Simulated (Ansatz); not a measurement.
Molecule: MoO2Cl, charge 0, multiplicity 2. SMILES of the parent species: [Cl][Mo](=[O])=[O]
Coordinates optimised at B3LYP-D3(BJ)/def2-TZVP (Ansatz, a first-principles code):
```
Mo
O 1 1.6866
O 1 1.6866 2 111.47
Cl 1 2.2720 2 118.37 3 -142.44
```
Charge 0, spin multiplicity 2.

Wanted: atomisation energy, in kcal/mol. Set-up: open shells spin-unrestricted; LANL2DZ with its own core potentials from Na on; atomisation electronic, to ground-state atoms; no dispersion term unless named; def2 sets with scalar-relativistic core potentials past Kr; spin-orbit terms left out. Ab initio and DFT rows: single points at B3LYP-D3(BJ) geometries (Ansatz). The spin state of an ion or metal species was assumed, not searched.

| species | coefficient | E at B3LYP/LANL2DZ (Ansatz), Eh | E at B3LYP/def2-TZVPD (Ansatz), Eh |
|---|---|---|---|
| [O]=[Mo](=[O])[Cl] as doublet, charge 0 | -1 | -232.98809 | -679.08854 |
| Cl atom | +1 | -14.89606 | -460.16775 |
| Mo atom | +1 | -67.42213 | -68.12328 |
| O atom | +2 | -75.08172 | -75.09698 |

 1 Eh = 627.5095 kcal/mol.

Compute it at each level from the table.


- B3LYP/LANL2DZ: the sum of coefficient times E is 0.50646 Eh, or 317.81 kcal/mol. Result: 317.8 kcal/mol.
- B3LYP/def2-TZVPD: the sum of coefficient times E is 0.60355 Eh, or 378.73 kcal/mol. Result: 378.7 kcal/mol.
